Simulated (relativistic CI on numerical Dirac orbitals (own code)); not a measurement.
## How the errors of a small relativistic CI change along the 16-electron sequence

Levels calculated with a relativistic CI code on KLI orbitals, against measured ones, in five cumulative steps: (1) Dirac-Coulomb, each configuration alone; (2) with Breit and QED terms; (3) with configuration mixing; (4) with scaled Slater integrals; (5) with a P86 correlation estimate. Each ion has its own short list of configurations; levels above 2,000 cm⁻¹ that pair in every step are counted, and ions without enough such levels are left out. The scale is 0.85 up to charge 4 and 0.9 beyond; P86 is a density functional added for each configuration.

Median relative error (%):

```csv
Ion,Ground,Levels,(1),(2),(3),(4),(5)
S,3s2 3p4,59,12.7,12.7,8.9,7.3,1.5
Cl+,3s2 3p4,67,2.7,2.7,4.2,2.2,5.6
Ar2+,3s2 3p4,60,1.6,1.6,5.8,3.8,5.5
K3+,3s2 3p4,24,1.6,1.6,5.9,3.2,5.1
Ca4+,3s2 3p4,13,1.0,0.7,4.1,2.9,3.7
Sc5+,3s2 3p4,19,1.0,0.7,3.4,2.4,3.6
Ti6+,3s2 3p4,19,0.8,0.8,2.9,2.1,3.0
V7+,3s2 3p4,13,2.7,0.8,1.6,1.2,1.6
```

Mean absolute error (cm⁻¹):

```
 Ion    (1)    (2)    (3)    (4)    (5)
   S   7776   7788   5976   5305   1164
 Cl+   5507   5520   5078   3408   7307
Ar2+   5751   5757  11058   7707  10889
 K3+   6800   6743  12724   8686  11351
Ca4+   6896   6828   9476   6171   9424
Sc5+   8353   8290  11679   8291  12116
Ti6+   8064   8006  12495  10086  14504
 V7+  11950  11742   5976   4135   7537
```

In step (3), fully ab initio, the relative error is 8.9 % for S and 1.6 % for V7+, while the absolute error goes from 5976 to 5976 cm⁻¹. The relative error falls from the first to the last ion but not steadily. The sets of levels differ from ion to ion, which blurs the trend. Mixing (step 3) lowers the mean absolute error for 3 of the 8 ions and scaling (step 4) for 8. The P86 step changes the mean absolute error by a factor of 0.2 for the first ion and 1.8 for the last.

Sources of the measured levels: S, NIST Handbook of Basic Atomic Spectroscopic Data (Sansonetti and Martin, J. Phys. Chem. Ref. Data 34, 1559 (2005)); Cl+, NIST Handbook of Basic Atomic Spectroscopic Data (Sansonetti and Martin, J. Phys. Chem. Ref. Data 34, 1559 (2005)); Ar2+, Saloman, J. Phys. Chem. Ref. Data 39, 033101 (2010); K3+, Sansonetti, J. Phys. Chem. Ref. Data 37, 7 (2008); Ca4+, Sugar and Corliss, J. Phys. Chem. Ref. Data 8, 865 (1979); Sc5+, Sugar and Corliss, J. Phys. Chem. Ref. Data 9, 473 (1980); Ti6+, Corliss and Sugar, J. Phys. Chem. Ref. Data 8, 1 (1979); V7+, Sugar and Corliss, J. Phys. Chem. Ref. Data 7, 1191 (1978). Some J values or terms were assigned by a fit.
